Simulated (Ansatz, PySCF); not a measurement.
B(Me)3 (C₃H₉B), SMILES CB(C)C.

Geometry optimised at PBE0-D3(BJ)/def2-SVP. The isomer is the one that the SMILES or the coordinates give; other isomers of the formula were not compared.

Vertical ionisation energy (IE) and electron affinity (EA) in eV. Rows of orbital energies are one-electron estimates. Where ΔSCF, EOM or ADC give a negative EA the extra electron is unbound and the value depends on the basis.

| level | IE | EA |
|---|---|---|
| −ε(HOMO), −ε(LUMO), B3LYP/def2-TZVP (PySCF) | 8.30 | 0.34 |
| −ε(HOMO), −ε(LUMO), PBE/def2-TZVP (PySCF) | 7.10 | 1.15 |
| ΔSCF, CAM-B3LYP/def2-SVPD (Ansatz), final states of multiplicity 2 and 2 | 10.85 | -1.42 |
| ΔSCF, PBE/def2-SVPD (Ansatz), final states of multiplicity 2 and 2 | 10.30 | -1.13 |

### Question
What vertical singlet–triplet gap does ΔSCF give with CAM-B3LYP/def2-SVPD (Ansatz, a first-principles code) and with PBE/def2-SVPD (Ansatz)? (An estimate is asked for; the answer gives what the named calculation found.)

### Answer
6.20 and 5.61 eV (triplet above singlet where positive).
